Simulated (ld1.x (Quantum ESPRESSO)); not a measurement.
Configuration tests for manganese (Mn) (PAW)

manganese, PAW, made with ld1.x (Quantum ESPRESSO) 7.5 (LDA (PZ), scalar-relativistic). Core [Ne], reference 3s2 3p6 3d5 4s2 4p0. Waves: 3s (bound): rcut 1.15, rcutus 1.40 bohr; 4s (bound): rcut 1.15, rcutus 1.40 bohr; 3p (bound): rcut 1.25, rcutus 1.60 bohr; 4p (bound, empty): rcut 1.25, rcutus 1.60 bohr; 3d (bound): rcut 1.80, rcutus 2.25 bohr; 3d channel at 2.35 Ry: rcut 1.80, rcutus 2.25 bohr. Local part: all-electron potential smoothed inside 1.10 bohr (lloc = -2). Core correction: a·sin(br)/r model core inside 0.65 bohr. Augmentation charge: BESSEL, radius 1.05 bohr.

Energies are relative to the spin-unpolarised reference configuration 3s2 3p6 3d5 4s2 4p0; without spin polarisation the order of configurations can differ from experiment. Spin-polarised rows fill each open shell by Hund’s rule, majority spin first.

| valence configuration | charge | ΔE all-electron (eV) | error AE − PS (meV) |
| --- | --- | --- | --- |
| 3s2 3p6 3d5 4s1 4p0 | +1 | 8.654 | -0.9 |
| 3s2 3p6 3d5 4s0 4p0 | +2 | 24.531 | -3.7 |
| 3s2 3p6 3d4 4s0 4p0 | +3 | 57.342 | +13 |
| 3s2 3p6 3d4 4s2 4p1 | 0 | 7.920 | +33 |
| 3s2 3p6 3d6 4s1 4p0 | 0 | -0.398 | +3.0 |
| 3s2 3p6 3d5 4s1.5 4p0 | +0.5 | 3.465 | -0.3 |
| 3s2 3p6 3d3 4s0 4p0 | +4 | 108.382 | +93 |
| 3s2 3p6 3d5 4s1 4p0 (spin-polarised) | +1 | 2.545 | -1.0 |

Question: What are ΔE and the potential's error for 3s2 3p6 3d5 4s2 4p0 (spin-polarised)?

Answer: ΔE = -5.054 eV all-electron; the error (AE − PS) is +3.1 meV.

Levels in the configuration 3s2 3p6 3d5 4s1 4p0 (spin-polarised):

| level | all-electron (eV) | pseudo (eV) |
| --- | --- | --- |
| 3s up | -95.087 | -95.069 |
| 3p up | -64.156 | -64.139 |
| 3d up | -16.509 | -16.502 |
| 4s up | -12.852 | -12.855 |
| 3s down | -90.165 | -90.152 |
| 3p down | -59.325 | -59.313 |
